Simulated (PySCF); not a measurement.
Does the structure fit the spectrum?

A compound C$_{3}$H$_{11}$FOSi$_{2}$ gives the data below (simulated from a calculation) and was assigned the structure `C[Si](C)(CF)O[SiH3]`.

13C{1H} NMR (computed): δ 19.4 (CH), 18.2 (CH3, 2C).

1H NMR (600 MHz, computed): δ 4.99 (d, 2H), 4.98 (m, 2H), 1.35 (m, 1H), 1.12 (d, 6H).

PySCF calculation with shielding tensors at PBE0/pcSseg-1 (GIAO) and geometry: GFN2-xTB; rapidly exchanging positions averaged, non-relativistic, isolated molecule, a single conformation.

Shifts are taken against calculated references (same method and geometry level): 1H, 13C vs TMS.

(1) Compare with the shifts computed for the proposed structure, pairing carbons in order of shift.

(2) Which isomer fits?

Answers

(1) Structure with atom numbers: `[CH3:1][Si:2]([CH3:3])([CH2:4][F:5])[O:6][SiH3:7]` (H(Xn): hydrogen on atom n).

```tsv
atom	computed for proposal	given list	difference
C4	83.3	19.4	+63.9
C1	-1.6	18.2	-19.8
C3	-1.6	18.2	-19.8
```

The rms difference is 40.2 ppm and the largest +63.9 ppm at C4 (sp3 CH2 bonded to F and Si). The carbon types in order of shift don't match either: CH2, CH3, CH3 for the proposal against CH, CH3, CH3 in the data. The proposal doesn't fit.

(2) `InChI=1S/C3H11FOSi2/c1-3(2)6-5-7-4/h3H,6-7H2,1-2H3`.

Carbon types of the structure: 1 × CH, 2 × CH3, leaving 4 H on heteroatoms. δC 18.2: methyl carbon; aliphatic region, no heteroatom directly attached. δH 4.99: hydrogen on a silicon bonded to C, O. δH 4.98: hydrogen on a silicon bonded to F, O. δH 1.35: hydrogen on an sp3 CH bonded to Si.

The data come from this structure; uniqueness wasn't tested.

Splittings by 19F in the carbon and heteronuclear signals aren't shown, as no couplings were computed. Shifts are as computed. Against solution values, carbons near 30 ppm lie about +3 ppm off and those near 130 ppm about +5 ppm. Of 1309 compounds with measured shifts, 239 miss one by over three times the rms of a fit or turn the order of signals round; such compounds aren't used in these exercises. Multiplicities follow the n + 1 count of equivalent neighbours, as no J values were calculated; m marks all less simple cases, F and P coupling included.
